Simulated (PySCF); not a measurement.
Cl4Te, charge +1, doublet, geometry from GFN2-xTB (a state made from the parent by changing its charge; the spin is typed, not shown lowest) (core potentials on Te); DF-M062X/def2-SVP (PySCF).

The PySCF input:
```python
from pyscf import gto, scf, dft

mol = gto.M(
    atom='''
Te   -0.005723    0.012366    0.266931
Cl    1.113373   -1.434956   -1.088995
Cl    1.852796    1.507257    0.739926
Cl   -1.062936    1.325968   -1.263560
Cl   -1.885727   -1.436095    0.796134
''',
    basis='def2-svp',
    ecp={'Te': 'def2-svp'},
    charge=1,
    spin=1,
    verbose=4,
)

mf = dft.UKS(mol)
mf.xc = 'm062x'
mf.diis = False
mf.max_cycle = 100
mf = mf.density_fit(auxbasis='def2-universal-jkfit')
mf.kernel()
mf.analyze()
```

Output, abridged:

```
PySCF version 2.14.0

[INPUT] verbose = 4
[INPUT] num. atoms = 5
[INPUT] num. electrons = 91
[INPUT] charge = 1
[INPUT] spin (= nelec alpha-beta = 2S) = 1
[INPUT] symmetry False subgroup None
[INPUT] Mole.unit = angstrom
[INPUT] Symbol           X                Y                Z      unit          X                Y                Z       unit  Magmom
[...]
nuclear repulsion = 615.483770032093
number of shells = 42
number of NR pGTOs = 205
number of NR cGTOs = 98
basis = def2-svp
ecp = {'Te': 'def2-svp'}

******** <class 'pyscf.df.df_jk.DFUKS'> ********
method = DFUKS
initial guess = minao
damping factor = 0
level_shift factor = 0
DIIS disabled
SCF conv_tol = 1e-09
SCF conv_tol_grad = None
SCF max_cycles = 100
direct_scf = False
number electrons alpha = 46  beta = 45
XC library pyscf.dft.libxc version 7.1.2
    S. Lehtola, C. Steigemann, M. J. T. Oliveira, and M. A. L. Marques,  SoftwareX 7, 1–5 (2018)
XC functionals = m062x
    Y. Zhao and D. G. Truhlar,  Theor. Chem. Acc. 120, 215 (2008)
    Y. Zhao and D. G. Truhlar,  Theor. Chem. Acc. 120, 215 (2008)
radial grids:
    Treutler-Ahlrichs [JCP 102, 346 (1995); DOI:10.1063/1.469408] (M4) radial grids

becke partition: Becke, JCP 88, 2547 (1988); DOI:10.1063/1.454033
pruning grids: <function nwchem_prune>
grids dens level: 3
symmetrized grids: False
atomic radii adjust function: <function treutler_atomic_radii_adjust>
small_rho_cutoff = 0
Set gradient conv threshold to 3.16228e-05
tot grids = 97480
******** <class 'pyscf.df.df.DF'> ********
auxbasis = def2-universal-jkfit
init E= -2080.635794658

cycle= 1 E= -2105.85643953826  delta_E= -25.2  |g|=    2  |ddm|= 5.82
cycle= 2 E= -2105.54810330054  delta_E= 0.308  |g|= 2.01  |ddm|= 5.01
cycle= 3 E= -2100.92145241684  delta_E= 4.63  |g|= 3.35  |ddm|= 5.92
cycle= 4 E= -2098.96962016606  delta_E= 1.95  |g|= 3.67  |ddm|= 9.45

cycle= 5 E= -2082.87948177736  delta_E= 16.1  |g|= 4.94  |ddm|=   13
cycle= 6 E= -1985.78755214614  delta_E= 97.1  |g|= 7.68  |ddm|= 18.5

cycle= 7 E= -1960.79917899115  delta_E=   25  |g|= 9.28  |ddm|=   39

cycle= 8 E= -1934.99425944285  delta_E= 25.8  |g|= 7.99  |ddm|= 43.3

cycle= 9 E= -1893.40202634594  delta_E= 41.6  |g|= 9.07  |ddm|= 31.8

cycle= 10 E= -1913.56713272597  delta_E= -20.2  |g|= 8.28  |ddm|= 32.2

cycle= 11 E= -1873.90202856461  delta_E= 39.7  |g|= 9.44  |ddm|= 29.4

cycle= 12 E= -1913.79391722051  delta_E= -39.9  |g|= 8.29  |ddm|= 27.5

cycle= 13 E= -1746.8189993107  delta_E=  167  |g|= 10.5  |ddm|= 28.3
cycle= 14 E= -1670.56976871595  delta_E= 76.2  |g|= 9.46  |ddm|= 39.8

cycle= 15 E= -1667.16148321335  delta_E= 3.41  |g|= 7.04  |ddm|= 47.1

cycle= 16 E= -1670.45079960486  delta_E= -3.29  |g|= 9.89  |ddm|= 46.6

cycle= 17 E= -1666.83839756827  delta_E= 3.61  |g|= 6.95  |ddm|= 46.9

cycle= 18 E= -1670.49747627103  delta_E= -3.66  |g|=  9.9  |ddm|= 46.8

cycle= 19 E= -1666.82885215574  delta_E= 3.67  |g|= 6.95  |ddm|= 46.8

cycle= 20 E= -1670.50040418237  delta_E= -3.67  |g|=  9.9  |ddm|= 46.8

cycle= 21 E= -1666.82853467312  delta_E= 3.67  |g|= 6.95  |ddm|= 46.8

cycle= 22 E= -1670.50054412446  delta_E= -3.67  |g|=  9.9  |ddm|= 46.8

cycle= 23 E= -1666.82852337498  delta_E= 3.67  |g|= 6.95  |ddm|= 46.8

cycle= 24 E= -1670.50055089144  delta_E= -3.67  |g|=  9.9  |ddm|= 46.8

cycle= 25 E= -1666.82852293838  delta_E= 3.67  |g|= 6.95  |ddm|= 46.8

cycle= 26 E= -1670.50055125412  delta_E= -3.67  |g|=  9.9  |ddm|= 46.8

cycle= 27 E= -1666.82852291955  delta_E= 3.67  |g|= 6.95  |ddm|= 46.8

cycle= 28 E= -1670.50055127633  delta_E= -3.67  |g|=  9.9  |ddm|= 46.8

cycle= 29 E= -1666.8285229186  delta_E= 3.67  |g|= 6.95  |ddm|= 46.8

cycle= 30 E= -1670.50055127786  delta_E= -3.67  |g|=  9.9  |ddm|= 46.8

cycle= 31 E= -1666.82852291856  delta_E= 3.67  |g|= 6.95  |ddm|= 46.8

cycle= 32 E= -1670.50055127797  delta_E= -3.67  |g|=  9.9  |ddm|= 46.8

cycle= 33 E= -1666.82852291855  delta_E= 3.67  |g|= 6.95  |ddm|= 46.8

cycle= 34 E= -1670.50055127798  delta_E= -3.67  |g|=  9.9  |ddm|= 46.8

[...]
SCF not converged.
Total Energy =                       -1670.500551277977138
[...]
Two-electron Coulomb Energy =         1525.965008995922744
DFT Exchange-Correlation Energy =     -116.893973282273436
**** MO energy ****
                             alpha | beta                alpha | beta
[...]
spin_pop of  0 Te 4s       -0.00003
spin_pop of  0 Te 5s        0.00287
spin_pop of  0 Te 6s       -0.00103
spin_pop of  0 Te 7s       -0.00004
spin_pop of  0 Te 4px      -0.00001
spin_pop of  0 Te 4py       0.01646
spin_pop of  0 Te 4pz       0.01016
spin_pop of  0 Te 5px      -0.00040
spin_pop of  0 Te 5py       0.00928
spin_pop of  0 Te 5pz       0.00573
spin_pop of  0 Te 6px       0.00024
spin_pop of  0 Te 6py       0.24478
spin_pop of  0 Te 6pz       0.15188
spin_pop of  0 Te 7px      -0.00041
spin_pop of  0 Te 7py       0.02899
spin_pop of  0 Te 7pz       0.01796
spin_pop of  0 Te 4dxy      0.01114
spin_pop of  0 Te 4dyz      0.00013
spin_pop of  0 Te 4dz^2     0.01796
spin_pop of  0 Te 4dxz      0.00006
spin_pop of  0 Te 4dx2-y2    0.00021
spin_pop of  0 Te 5dxy      0.18038
spin_pop of  0 Te 5dyz     -0.00170
spin_pop of  0 Te 5dz^2     0.29200
spin_pop of  0 Te 5dxz      0.00101
spin_pop of  0 Te 5dx2-y2    0.00032
spin_pop of  1 Cl 1s       -0.00000
spin_pop of  1 Cl 2s        0.00001
spin_pop of  1 Cl 3s        0.00001
spin_pop of  1 Cl 4s        0.00003
spin_pop of  1 Cl 2px       0.00000
spin_pop of  1 Cl 2py       0.00000
spin_pop of  1 Cl 2pz      -0.00001
spin_pop of  1 Cl 3px       0.00007
spin_pop of  1 Cl 3py       0.00005
spin_pop of  1 Cl 3pz       0.00002
spin_pop of  1 Cl 4px       0.00005
spin_pop of  1 Cl 4py       0.00004
spin_pop of  1 Cl 4pz       0.00006
spin_pop of  1 Cl 3dxy      0.00000
spin_pop of  1 Cl 3dyz      0.00001
spin_pop of  1 Cl 3dz^2     0.00000
spin_pop of  1 Cl 3dxz      0.00000
spin_pop of  1 Cl 3dx2-y2    0.00000
spin_pop of  2 Cl 1s        0.00000
spin_pop of  2 Cl 2s        0.00000
spin_pop of  2 Cl 3s       -0.00001
spin_pop of  2 Cl 4s        0.00042
spin_pop of  2 Cl 2px       0.00000
spin_pop of  2 Cl 2py       0.00000
spin_pop of  2 Cl 2pz       0.00000
spin_pop of  2 Cl 3px       0.00185
spin_pop of  2 Cl 3py       0.00104
spin_pop of  2 Cl 3pz       0.00067
spin_pop of  2 Cl 4px       0.00005
spin_pop of  2 Cl 4py       0.00001
spin_pop of  2 Cl 4pz       0.00118
spin_pop of  2 Cl 3dxy      0.00020
spin_pop of  2 Cl 3dyz      0.00012
spin_pop of  2 Cl 3dz^2     0.00002
spin_pop of  2 Cl 3dxz      0.00018
spin_pop of  2 Cl 3dx2-y2    0.00001
spin_pop of  3 Cl 1s       -0.00000
spin_pop of  3 Cl 2s        0.00001
spin_pop of  3 Cl 3s        0.00001
spin_pop of  3 Cl 4s        0.00003
spin_pop of  3 Cl 2px      -0.00000
spin_pop of  3 Cl 2py      -0.00000
spin_pop of  3 Cl 2pz      -0.00001
spin_pop of  3 Cl 3px       0.00006
spin_pop of  3 Cl 3py       0.00004
spin_pop of  3 Cl 3pz       0.00003
spin_pop of  3 Cl 4px       0.00005
spin_pop of  3 Cl 4py       0.00003
spin_pop of  3 Cl 4pz       0.00007
spin_pop of  3 Cl 3dxy      0.00000
spin_pop of  3 Cl 3dyz      0.00000
spin_pop of  3 Cl 3dz^2     0.00000
spin_pop of  3 Cl 3dxz      0.00001
spin_pop of  3 Cl 3dx2-y2    0.00001
spin_pop of  4 Cl 1s        0.00000
spin_pop of  4 Cl 2s        0.00000
spin_pop of  4 Cl 3s       -0.00001
spin_pop of  4 Cl 4s        0.00033
spin_pop of  4 Cl 2px       0.00000
spin_pop of  4 Cl 2py       0.00000
spin_pop of  4 Cl 2pz       0.00000
spin_pop of  4 Cl 3px       0.00183
spin_pop of  4 Cl 3py       0.00123
spin_pop of  4 Cl 3pz       0.00059
spin_pop of  4 Cl 4px       0.00005
spin_pop of  4 Cl 4py       0.00005
spin_pop of  4 Cl 4pz       0.00110
spin_pop of  4 Cl 3dxy      0.00014
spin_pop of  4 Cl 3dyz      0.00010
spin_pop of  4 Cl 3dz^2     0.00001
spin_pop of  4 Cl 3dxz      0.00018
spin_pop of  4 Cl 3dx2-y2    0.00002
In total            46.00000 | 45.00000

WARN: System has nonzero charge 1; the dipole moment is origin-dependent.
Location of origin: [0. 0. 0.]

Dipole moment(X, Y, Z, Debye):  6.23412, -13.46470, -290.67311
```

Convergence was not reached.
